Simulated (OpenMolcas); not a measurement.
# Computed transition rates of N II

```yaml
Program: OpenMolcas 26.06
Method: "SS-RASPT2, IPEA 0.25 Eh, imaginary shift 0.1 Eh (closed shells correlated: 1s 2s)"
Basis: ANO-R3 [4s4p2d1f]
Scalar_Hamiltonian: X2C, finite nucleus
Active_space: 2 electrons in 9 orbitals (RAS2 2p; RAS3 3s 3d, at most 1 electron)
State_averaging: 2S+1 = 3 even, 3 roots; 2S+1 = 1 even, 6 roots; 2S+1 = 3 odd, 3 roots; 2S+1 = 1 odd, 3 roots
Spin-orbit_coupling: state interaction with AMFI integrals over the reference wave functions, term energies averaged over their components
```

Rates come from the transition moments of the reference wave functions (E1 and E2 in the length form). At fixed line strength A goes as λ^-3 for E1 and M1 and as λ^-5 for E2, so a rate at the computed wavelength can be rescaled to the measured one. Measured vacuum wavelengths follow from level energies in NIST Handbook of Basic Atomic Spectroscopic Data. Branching counts decays inside the model space alone, at computed energies, and the table is only a selection of the E2 and M1 lines, drawn from those between levels with measured partners whose computed energy lies within a factor of 1.5 of the measured one.

```json
{"Upper": "2s² 2p² ³P₂", "Lower": "2s² 2p² ³P₁", "Type": "M1", "λ computed (nm)": "107200", "λ measured (nm)": "121800", "A computed (s-1)": "1.10e-05", "A rescaled (s-1)": "7.50e-06", "Branching %": "100.0"}
{"Upper": "2s² 2p² ¹D₂", "Lower": "2s² 2p² ³P₂", "Type": "M1", "λ computed (nm)": "648.8", "λ measured (nm)": "658.5", "A computed (s-1)": "2.66e-03", "A rescaled (s-1)": "", "Branching %": "74.4"}
{"Upper": "2s² 2p² ¹D₂", "Lower": "2s² 2p² ³P₁", "Type": "M1", "λ computed (nm)": "644.9", "λ measured (nm)": "655", "A computed (s-1)": "9.02e-04", "A rescaled (s-1)": "", "Branching %": "25.3"}
{"Upper": "2s² 2p² ¹S₀", "Lower": "2s² 2p² ¹D₂", "Type": "E2", "λ computed (nm)": "442", "λ measured (nm)": "575.6", "A computed (s-1)": "4.45e+00", "A rescaled (s-1)": "1.19e+00", "Branching %": "99.2"}
{"Upper": "2s² 2p² ¹S₀", "Lower": "2s² 2p² ³P₁", "Type": "M1", "λ computed (nm)": "262.2", "λ measured (nm)": "306.4", "A computed (s-1)": "3.50e-02", "A rescaled (s-1)": "", "Branching %": "0.8"}
```

Spin-changing lines and M1 lines between different terms are not rescaled, since their strength hangs on the term gaps too.

The largest correction is for 2s² 2p² ¹S₀ → 2s² 2p² ¹D₂ (E2): 4.45e+00 × (442 / 575.6)^5 = 1.19e+00 s-1, a factor of 0.27.

No measured rate stands beside these. Rescaling mends the energy factor alone: line strengths can still be far off where a level mixes with configurations outside the active space, and weak or spin-changing lines hang on small mixing coefficients that depend on the term gaps too, so rescaling need not improve them.

Term energies are means over components that CASPT2 splits; among the terms shown or strongly mixed into the levels shown the widest spread is 95 cm-1 (2s² 2p² ¹D). With the s shell closed, the reference lacks s² → p² mixing. No level of 2s² 2p 3d was computed, though it lies in the active space. Some terms miss by over 15 % even with CASPT2, which points to a basis or an active space too small for the shells correlated. Computed and measured levels are paired by configuration, term and J; levels that our copy of the source lacks, or whose pairing is in doubt (as where it misses far off the trend of its configuration), stay unpaired. Levels of configurations outside the active space are missing.
